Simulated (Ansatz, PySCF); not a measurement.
Gas-phase reaction (SMILES): N[Si](N)(F)F + N (NH3) -> N[Si](N)(N)F + F (HF); ammonia cleaves one Si-F bond, a model of a ligand-exchange step.

Each molecule is optimised on its own at B3LYP-D3(BJ)/def2-TZVP (Ansatz, a first-principles code), one conformer each, not searched for the lowest. Cores are frozen in the correlated levels unless marked. Spin-orbit coupling is left out. Non-relativistic. CBS(X,Y): correlation extrapolated as X^-3; Hartree-Fock from the larger set. [CCSD(T)-MP2]/basis is that difference in the basis named. Thermal terms are rigid-rotor harmonic-oscillator values from B3LYP-D3(BJ) frequencies (Ansatz or PySCF) at 298.15 K and 1 atm. 1 Eh = 627.5095 kcal/mol.

| species | E, RI-MP2/CBS(cc-pV(T+d)Z,cc-pV(Q+d)Z)+[CCSD(T)-MP2]/cc-pV(T+d)Z (Ansatz) (Eh) | E, wB97X-V/def2-TZVPD (Ansatz) (Eh) | H - E (Eh) | G - E (Eh) |
|---|---|---|---|---|
| N[Si](N)(F)F | -600.69478 | -601.31722 | 0.06676 | 0.02995 |
| N (NH3) | -56.50668 | -56.56167 | 0.03799 | 0.01614 |
| N[Si](N)(N)F | -556.77385 | -557.38767 | 0.09094 | 0.05192 |
| F (HF) | -100.39237 | -100.45520 | 0.01259 | -0.00713 |

Question: Work out ΔE and ΔH, ΔG, ΔS and the equilibrium constant at 298.15 K at the first level, then ΔH at the second.

Answer: 
1. ΔE = [(-556.77385) + (-100.39237)] - [(-600.69478) + (-56.50668)] = 0.03524 Eh = 22.1 kcal/mol at RI-MP2/CBS(cc-pV(T+d)Z,cc-pV(Q+d)Z)+[CCSD(T)-MP2]/cc-pV(T+d)Z.
2. The terms H - E add up to -0.00122 Eh, so ΔH = (0.03524 + (-0.00122))×627.5095 = 21.3 kcal/mol.
3. The terms G - E add up to -0.00130 Eh, so ΔG = 21.3 kcal/mol, and ΔS = (-0.00122 - (-0.00130))×627509.5/298.15 = 0.2 cal/(mol K).
4. log10 K = -ΔG/(RT ln 10) = -15.6, with RT ln 10 = 1.3642 kcal/mol.
5. At wB97X-V/def2-TZVPD the same steps give ΔE = 22.6 and ΔH = 21.8 kcal/mol, a shift of +0.5 from the first level.
6. These values are not checked against measurement here, since the tables used lack a sound gas-phase enthalpy of formation for at least one species.
